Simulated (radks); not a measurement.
The gallium ion Ga10+ is in [Ar] 3d3. All-electron calculation, scalar-relativistic Kohn-Sham, PBE, spin-polarised, spherical densities, finite nucleus; Fermi nuclear charge, rms radius of each element as measured or else 0.836 A^(1/3) + 0.57 fm. Program: a radial shooting solver on a logarithmic mesh with Libxc functionals. Open shells are filled with parallel spins first. One electron is removed from 3s, 3d, 2p, 3p in turn, with full relaxation. Which removal costs least, and what does each cost?

Answer. 3d 281.20 eV; 3p 355.05 eV; 3s 406.05 eV; 2p 1421.4 eV. The 3d electron leaves first.
